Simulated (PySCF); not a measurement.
Compound: C4H9ClSi.
SMILES: `[SiH2]1CC[C@@H](Cl)C1`

The closed-shell SCF was solved with PySCF and density fitting under several settings on one GFN2-xTB geometry (grid level 2 and gas phase unless stated).

| settings | basis functions | SCF cycles | E (Eh) | HOMO (eV) | LUMO (eV) | dipole (D) |
| --- | --- | --- | --- | --- | --- | --- |
| PBE0/pcSseg-1 | 161 | 12 | -907.0286 | -8.29 | 0.79 | 2.01 |
| PBE0/def2-SVPD | 203 | 12 | -906.7499 | -8.30 | 0.42 | 2.03 |
| PBE0/def2-SVP | 137 | 12 | -906.7320 | -8.13 | 1.13 | 1.79 |
| KT3/def2-SVPD, energy threshold 1e-06 Eh | 203 | 8 | -915.1831 | -7.09 | -0.45 | 1.98 |
| HSE06/pcSseg-1, energy threshold 1e-06 Eh | 161 | 8 | -907.0744 | -7.89 | 0.41 | 2.01 |
| PBE/pcSseg-1, grid level 1, energy threshold 1e-07 Eh | 161 | 9 | -906.9367 | -6.92 | -0.16 | 1.90 |
| PBE0/pcseg-1, IEF-PCM chloroform, start guess huckel | 137 | 12 | -907.0173 | -8.27 | 0.76 | 2.63 |

**Question.** Estimate the row for these settings: PBE0/6-311G**, grid level 4, energy threshold 1e-06 Eh.

**Answer.** 
| settings | basis functions | SCF cycles | E (Eh) | HOMO (eV) | LUMO (eV) | dipole (D) |
| --- | --- | --- | --- | --- | --- | --- |
| PBE0/6-311G**, grid level 4, energy threshold 1e-06 Eh | 178 | 7 | -907.1352 | -8.28 | 0.68 | 2.10 |

**Question.** Over all rows, what range does the HOMO–LUMO gap span?

**Answer.** From 6.64 eV (KT3/def2-SVPD, energy threshold 1e-06 Eh) to 9.26 eV (PBE0/def2-SVP). The functional of the narrowest has no exact exchange, that of the widest 25 % exact exchange.

**Question.** And the dipole moment?

**Answer.** From 1.79 D (PBE0/def2-SVP) to 2.63 D (PBE0/pcseg-1, IEF-PCM chloroform, start guess huckel); the largest is 1.47 times the smallest, and the median is 2.01 D.

**Question.** Compare two rows with the functional PBE0: PBE0/6-311G**, grid level 4, energy threshold 1e-06 Eh and PBE0/def2-SVPD. Which energy is lower, and by how much?

**Answer.** PBE0/6-311G**, grid level 4, energy threshold 1e-06 Eh (178 functions) lies 0.3853 Eh or 242 kcal/mol below PBE0/def2-SVPD (203 functions). The smaller set gives the lower energy; the two sets aren't nested, so the variational bound doesn't order them by size.

Cycle counts include a coarse-grid stage where the run had one. All basis functions are spherical, in the Pople sets too. KT3 was designed for NMR shieldings or shifts; total energies of different functionals aren't comparable. One conformer (not necessarily the lowest) at the GFN2-xTB geometry, without vibrations or thermal averaging.
